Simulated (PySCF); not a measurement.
## Vertical excitation energies

Species: C6H10OS.
InChI=1S/C6H10OS/c1-6-4-2-3-5-8(6)7/h3,5-6H,2,4H2,1H3/t6-,8-/m1/s1

Method used: TDDFT PBE0/def2-SVPD, vertical, gas phase, core orbitals frozen in the response (PySCF 2.14.0, density-fitted response routines). The structure is a single GFN2-xTB conformer in the gas phase; no vibrational or solvent corrections.

| state | λ (nm) | E (eV) | f | main configurations (H = HOMO, L = LUMO) |
| --- | --- | --- | --- | --- |
| S1 | 262.8 | 4.72 | 0.024 | H→L (96%) |
| S2 | 219.1 | 5.66 | 0.0064 | H-1→L (74%), H→L+1 (11%) |
| S3 | 216.1 | 5.74 | 0.021 | H→L+1 (55%), H→L+2 (21%), H-1→L (17%) |
| S4 | 200.4 | 6.19 | 0.011 | H→L+2 (66%), H→L+1 (29%) |
| S5 | 191.8 | 6.46 | 0.016 | H→L+3 (55%), H→L+5 (20%), H→L+6 (12%) |
| S6 | 187.7 | 6.61 | 0.052 | H→L+4 (67%), H→L+3 (20%) |
| S7 | 186.9 | 6.64 | 0.0055 | H-1→L+1 (52%), H-1→L+2 (24%) |
| S8 | 182.5 | 6.79 | 0.0099 | H→L+5 (44%), H→L+3 (21%), H→L+4 (19%) |

Triplets (Tamm–Dancoff): T1 4.01 eV, H→L (67%), H-2→L (19%), H-1→L (8%); T2 4.62 eV, H-1→L (40%), H→L (26%), H-2→L (23%); T3 4.99 eV, H→L+2 (47%), H→L+1 (38%).

The lowest singlet lies at 4.72 eV (263 nm, ultraviolet) and is weak; its leading configuration is HOMO→LUMO (96%). The strongest level in the table is S6 at 6.61 eV (188 nm, f = 0.052). Löwdin shares by element: HOMO oxygen 45%, sulfur 30%, carbon 15% or more; LUMO carbon 61% or more, sulfur 16% (atoms not listed hold the other 23%). Orbital energies (eV): HOMO-3 -9.80, HOMO-2 -8.27, HOMO-1 -7.51, HOMO -6.55, LUMO -0.57, LUMO+1 0.39, LUMO+2 0.82. Weighted by f, the mean energy of these states is 6.10 eV. The listed states span 2.07 eV, and the widest gap between neighbours is 0.94 eV (S1 to S2). Only the lowest 8 singlets were computed, as vertical energies without vibronic structure.

Hardware: one thread, Arm Neoverse V1, shared host. Cost: 55 s.
